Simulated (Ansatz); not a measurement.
The same ligand exchange along the group N, As, Sb.

Computed with Ansatz on PBE0-D4/def2-TZVP structures; ΔE is electronic, products minus reactants. CBS: MP2 limit from def2 TZ/QZ plus the TZ coupled-cluster correction, frozen cores. This one scheme is used for every species. DFT in def2-TZVPP. def2 core potentials past Kr. For As, In, Sb outer-core shells are correlated without core-valence functions, which leaves a few kJ/mol of doubt a bond. Scalar relativity is left out up to krypton. One conformer a species, not always the lowest.

```
                                                                 reaction  PBE0-D4 (kJ/mol)  PBE-D4 (kJ/mol)
         `N[SiH3]` + `[OH][In]([F])[SH]` → `[F][In]([SH])[O][SiH3]` + NH₃               -51              -46
 `[SiH3][AsH2]` + `[OH][In]([F])[SH]` → `[F][In]([SH])[O][SiH3]` + arsine               -54              -46
`[SiH3][SbH2]` + `[OH][In]([F])[SH]` → `[F][In]([SH])[O][SiH3]` + stibine               -49              -41
```

Give the CCSD(T)/CBS values in the same order. (Estimate.)

Computed: -60, -70, -63 kJ/mol.

Largest T1 diagnostic: 0.016, for `[OH][In]([F])[SH]`.
